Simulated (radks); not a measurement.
Problem. The tin anion Sn4-, [Xe], held by a Watson sphere: a shell of charge +4.53 at radius R that stands for the Madelung well of a crystal (potential energy -4.53/R inside, -4.53/r outside, in hartree with lengths in bohr). Calculated with a radial shooting solver on a logarithmic mesh with Libxc functionals: scalar-relativistic Kohn-Sham, r2SCAN, spin-polarised, spherical densities, finite nucleus; meta-GGA in the generalised Kohn-Sham scheme; Fermi nuclear charge, rms radius of each element as measured or else 0.836 A^(1/3) + 0.57 fm.

| R (bohr) | e(4d) (eV) | e(5s) (eV) | e(5p) (eV) | <r> 5p (bohr) | sum of <r^2> (bohr^2) | X-ray form factor at sin(theta)/lambda = 0.1 1/angstrom |
|---|---|---|---|---|---|---|
| 3.02 | -29.247 | -16.697 | -10.045 | 3.023 | 100.0 | 48.170 |
| 3.03 | -29.211 | -16.655 | -10.019 | 3.028 | 100.3 | 48.161 |
| 3.05 | -29.141 | -16.573 | -9.969 | 3.039 | 100.8 | 48.142 |
| 3.62 | -27.676 | -14.523 | -8.617 | 3.345 | 115.7 | 47.645 |
| 3.64 | -27.639 | -14.462 | -8.574 | 3.356 | 116.3 | 47.628 |
| 3.72 | -27.496 | -14.220 | -8.401 | 3.399 | 118.5 | 47.563 |
| 3.75 | -27.445 | -14.132 | -8.338 | 3.415 | 119.3 | 47.539 |
| 4.56 | -26.462 | -12.217 | -6.843 | 3.857 | 143.3 | 46.969 |

Estimate the row for R = 5.71 bohr.

Solution. e(4d) (eV) -25.748; e(5s) (eV) -10.657; e(5p) (eV) -5.364; <r> 5p (bohr) 4.501; sum of <r^2> (bohr^2) 182.7; X-ray form factor at sin(theta)/lambda = 0.1 1/angstrom 46.424.
